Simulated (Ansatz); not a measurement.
`C=C[SiH2]C(=O)S` and `O=C([SiH3])S` differ in one atom or group.

Ansatz, PBE0-D4/def2-TZVP geometries, multiplicity 1. Each molecule was computed in one conformer, which needn't be the lowest.

```csv
property,`C=C[SiH2]C(=O)S`
size of the dipole moment (ωB97M-V/def2-TZVPP) / D,1.76
HOMO energy (B3LYP/def2-TZVPP) / eV,-6.93
HOMO–LUMO gap (ωB97M-V/def2-TZVPP) / eV,10.08
HOMO–LUMO gap (B3LYP/def2-TZVPP) / eV,5.30
HOMO energy (ωB97M-V/def2-TZVPP) / eV,-9.33
HOMO energy (PBE/def2-TZVPP) / eV,-5.82
```

Give the same properties after the change, and the shifts. (Estimate.)

Computed: 
```tsv
property	`O=C([SiH3])S`	shift
size of the dipole moment (ωB97M-V/def2-TZVPP) / D	1.48	-0.28
HOMO energy (B3LYP/def2-TZVPP) / eV	-7.15	-0.22
HOMO–LUMO gap (ωB97M-V/def2-TZVPP) / eV	10.25	0.17
HOMO–LUMO gap (B3LYP/def2-TZVPP) / eV	5.42	0.12
HOMO energy (ωB97M-V/def2-TZVPP) / eV	-9.57	-0.24
HOMO energy (PBE/def2-TZVPP) / eV	-6.01	-0.19
```

With PBE0 the HOMO falls by 0.23 eV and the LUMO falls by 0.10 eV, so the gap widens by about 0.13 eV. PBE moves the HOMO by -0.19 eV and ωB97M-V by -0.24 eV. Dipoles are sizes alone; their direction can turn.

B3LYP here is the variant with VWN-RPA as its local correlation; programs differ in this.
